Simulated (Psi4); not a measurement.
HClO (SMILES OCl), singlet, geometry from GFN2-xTB; BLYP/cc-pVDZ (Psi4).

Psi4 was given this input:
```
memory 2 GB

molecule {
0 1
  O    -0.00874070    1.09829644    0.01643599
  H    -0.94458229    1.33506531    0.00439258
  Cl    0.05967693   -0.59537863   -0.00799297
no_reorient
}

set basis cc-pvdz

energy('blyp')
print_variables()
```

The log (banner, timings and long lists left out):

```
   => Loading Basis Set <=

    Name: CC-PVDZ
    Role: ORBITAL
    Keyword: BASIS

         ---------------------------------------------------------
                                   SCF
               by Justin Turney, Rob Parrish, Andy Simmonett
                          and Daniel G. A. Smith
                              RKS Reference
         ---------------------------------------------------------

  ==> Geometry <==

    Molecular point group: c1
    Full point group: C1

    Geometry (in Angstrom), charge = 0, multiplicity = 1:

       Center              X                  Y                   Z               Mass
    ------------   -----------------  -----------------  -----------------  -----------------
         O           -0.027886800820     1.134990285483     0.016670460045    15.994914619570
         H           -0.963728390820     1.371759155483     0.004627050045     1.007825032230
         CL           0.040530829180    -0.558684784517    -0.007758499955    34.968852682000

  Running in c1 symmetry.

  Rotational constants: A =     21.22927  B =      0.50120  C =      0.48964 [cm^-1]
  Rotational constants: A = 636437.61931  B =  15025.68228  C =  14679.12227 [MHz]
  Nuclear repulsion =   50.972416350789231

  Charge       = 0
  Multiplicity = 1
  Electrons    = 26
  Nalpha       = 13
  Nbeta        = 13

  ==> Algorithm <==

  SCF Algorithm Type is DF.
  DIIS enabled.
  MOM disabled.
  Fractional occupation disabled.
  Guess Type is SAD.
  Energy threshold   = 1.00e-06
  Density threshold  = 1.00e-06
  Integral threshold = 1.00e-12

  ==> Primary Basis <==

  Basis Set: CC-PVDZ
    Blend: CC-PVDZ
    Number of shells: 17
    Number of basis functions: 37
    Number of Cartesian functions: 39
    Spherical Harmonics?: true
    Max angular momentum: 2

  ==> DFT Potential <==

   => LibXC <=

    Version 7.1.2
    S. Lehtola, C. Steigemann, M. J. T. Oliveira, and M. A. L. Marques,  SoftwareX 7, 1–5 (2018) (10.1016/j.softx.2017.11.002)

   => Composite Functional: BLYP <=

    BLYP GGA Exchange-Correlation Functional

    P.J. Stephens et. al., J. Phys. Chem., 98, 11623-11627, 1994
    B. Miehlich et. al., Chem. Phys. Lett., 157(3), 200-206 1989

    Deriv               =              1
    GGA                 =           TRUE
    Meta                =          FALSE

    Exchange Hybrid     =          FALSE
    MP2 Hybrid          =          FALSE

   => Exchange Functionals <=

    1.0000     XC_GGA_X_B88

   => Correlation Functionals <=

    1.0000     XC_GGA_C_LYP

   => LibXC Density Thresholds  <==

    XC_GGA_C_LYP:  1.00E-14
    XC_GGA_X_B88:  1.00E-15

   => Molecular Quadrature <=

    Radial Scheme          =       TREUTLER
    Pruning Scheme         =           NONE
    Nuclear Scheme         =       TREUTLER

    Blocking Scheme        =         OCTREE
    BS radius alpha        =              1
    Pruning alpha          =              1
    Radial Points          =             75
    Spherical Points       =            302
    Total Points           =          64121
    Total Blocks           =            543
    Max Points             =            248
    Max Functions          =             37
    Weights Tolerance      =       1.00E-15

   => Loading Basis Set <=

    Name: (CC-PVDZ AUX)
    Role: JKFIT
    Keyword: DF_BASIS_SCF

  ==> Integral Setup <==

  SCF_SUBTYPE=INCORE selected. In-core MEM_DF algorithm will be used.
  Using in-core AOs.

  ==> MemDFJK: Density-Fitted J/K Matrices <==

    J tasked:                   Yes
    K tasked:                    No
    wK tasked:                   No
    Algorithm:                 Core
    Schwarz Cutoff:           1E-12
    Mask sparsity (%):       0.0000
    Fitting Condition:        1E-10

   => Auxiliary Basis Set <=

  Basis Set: (CC-PVDZ AUX)
    Blend: CC-PVDZ-JKFIT
    Number of shells: 69
    Number of basis functions: 205
    Number of Cartesian functions: 236
    Spherical Harmonics?: true
    Max angular momentum: 3

  Minimum eigenvalue in the overlap matrix is 3.6064802544E-02.
  Reciprocal condition number of the overlap matrix is 1.0748003927E-02.
    Using symmetric orthogonalization.

  ==> Pre-Iterations <==

  SCF Guess: Superposition of Atomic Densities via on-the-fly atomic UHF (no occupation information).

   -------------------------
    Irrep   Nso     Nmo
   -------------------------
     A         37      37
   -------------------------
    Total      37      37
   -------------------------

  ==> Iterations <==

                           Total Energy        Delta E     RMS |[F,P]|

   @DF-RKS iter SAD:  -535.76968837548054   -5.35770e+02   0.00000e+00
   @DF-RKS iter   1:  -535.82138706382580   -5.16987e-02   1.54203e-02 DIIS/ADIIS
   @DF-RKS iter   2:  -535.35531706310178    4.66070e-01   3.10445e-02 DIIS/ADIIS
   @DF-RKS iter   3:  -535.93898897920724   -5.83672e-01   2.78005e-03 DIIS/ADIIS
   @DF-RKS iter   4:  -535.94368833702686   -4.69936e-03   1.09237e-03 DIIS/ADIIS
   @DF-RKS iter   5:  -535.94464525650210   -9.56919e-04   1.49321e-04 DIIS/ADIIS
   @DF-RKS iter   6:  -535.94465934177651   -1.40853e-05   2.59525e-05 DIIS
   @DF-RKS iter   7:  -535.94465972706519   -3.85289e-07   7.59165e-06 DIIS
   @DF-RKS iter   8:  -535.94465976974925   -4.26841e-08   7.48126e-07 DIIS
  Energy and wave function converged.

  ==> Post-Iterations <==

   Electrons on quadrature grid:
      Ntotal   =   26.0000019479 ; deviation = 1.948e-06

    Orbital Energies [Eh]
    ---------------------

    Doubly Occupied:

[...]
      13A     -0.218833

    Virtual:

[...]
    Final Occupation by Irrep:
              A
    DOCC [    13 ]
    NA   [    13 ]
    NB   [    13 ]

  @DF-RKS Final Energy:  -535.94465976974925

   => Energetics <=

    Nuclear Repulsion Energy =             50.9724163507892314
    One-Electron Energy =                -840.7868290821684241
    Two-Electron Energy =                 291.0493816512801573
    DFT Exchange-Correlation Energy =     -37.1796286896502011
    Empirical Dispersion Energy =           0.0000000000000000
    VV10 Nonlocal Energy =                  0.0000000000000000
    Total Energy =                       -535.9446597697492507

Computation Completed

Properties will be evaluated at   0.000000,   0.000000,   0.000000 [a0]

Properties computed using the SCF density matrix

 Multipole Moments:

 ------------------------------------------------------------------------------------
     Multipole            Electronic (a.u.)      Nuclear  (a.u.)        Total (a.u.)
 ------------------------------------------------------------------------------------

 L = 1.  Multiply by 2.5417464519 to convert [e a0] to [Debye]
 Dipole X            :          0.3205927           -0.9407032           -0.6201105
 Dipole Y            :         -1.7010253            1.8028745            0.1018492
 Dipole Z            :         -0.0203314            0.0115202           -0.0088112
 Magnitude           :                                                    0.6284807

 ------------------------------------------------------------------------------------

  Variable Map:
  ----------------------------------------------------------------------------
[...]
  Array Variable Map:
  ----------------------------------------------------------------------------
[...]
[...]
```
